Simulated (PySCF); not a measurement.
H2Cl3FOSi2, singlet, at a GFN2-xTB geometry, atoms displaced at random by about 0.03 Å a coordinate. Base run: PBE/STO-3G, gradient run with PySCF.

Input for PySCF:
```python
from pyscf import gto, scf, dft

mol = gto.M(
    atom='''
Si    2.250508   -0.732371    1.015517
F     3.078162    0.519043    0.498413
O     0.717764   -0.504083    0.405165
Si   -0.684655    0.000590   -0.181349
Cl   -1.698980   -1.574424   -0.825637
Cl   -1.651005    0.994451    1.248070
Cl   -0.224619    1.242610   -1.762918
H     2.043694   -0.546502    2.492132
H     2.732768   -1.934200    0.493815
''',
    basis='sto-3g',
    charge=0,
    spin=0,
    verbose=3,
)

mf = dft.RKS(mol)
mf.xc = 'pbe'
mf.kernel()
g = mf.nuc_grad_method()
grad = g.kernel()
```

The coordinate followed is z of atom 5.

Variants of this job, named by their change:

```tsv
change	dE/dx (Eh/bohr)	net force (Eh/bohr)
base	0.022507	0.000320
finite difference step (bohr) = 1e-5; conv_tol = 1e-11	0.022539	-
conv_tol = 1e-6	0.022506	0.000320
grids.level = 0; grid_response = on	0.022832	0.000000
finite difference step (bohr) = 1e-4; conv_tol = 1e-11	0.022539	-
grid_response = on	0.022539	0.000000
finite difference step (bohr) = 0.2; conv_tol = 1e-11	0.022254	-
grids.level = 5; grid_response = on	0.022544	0.000000
grids.level = 1; grid_response = on	0.022628	0.000000
grids.level = 5; grid_response = off	0.022552	0.000037
finite difference step (bohr) = 0.01; conv_tol = 1e-11	0.022538	-
conv_tol = 1e-4	0.022490	0.000320
```

The net force is zero for an exact gradient.
